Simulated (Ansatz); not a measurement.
Consider the isomerisation: `C1[NH][GeH2][SiH2]1` → `[SiH3][GeH]1[CH2][NH]1`.

Computed with Ansatz on PBE0-D4/def2-TZVP structures; ΔE is electronic, products minus reactants. CCSD(T)/CBS is the MP2 limit (def2-TZVPP, def2-QZVPP) plus CCSD(T) − MP2 in def2-TZVPP, frozen cores. Functionals use def2-TZVPP. B3LYP here is the variant with VWN-RPA as its local correlation; programs differ in this. For Ge outer-core shells are correlated without core-valence functions, which leaves a few kJ/mol of doubt a bond. Scalar relativity is left out up to krypton.

```csv
level,ΔE (kJ/mol)
B3LYP,65.8
HF/def2-QZVPP,89.6
```

**Question.** What does CCSD(T)/CBS give? (An estimate is asked.)

**Answer.** Computed: +64.5 kJ/mol. The listed levels differ from it by 1.3, 25.1 kJ/mol.

Largest T1 diagnostic among the species: 0.013.

The D4 term adds +4.0 kJ/mol with B3LYP and +1.8 kJ/mol with PBE0; it sums over pairs of atoms, weighted by their polarisabilities, and B3LYP, whose exchange is more repulsive, gets the larger term. From PBE to PBE0 (25 % exact exchange), in def2-TZVPP and without D4, ΔE moves by +11.4 kJ/mol.
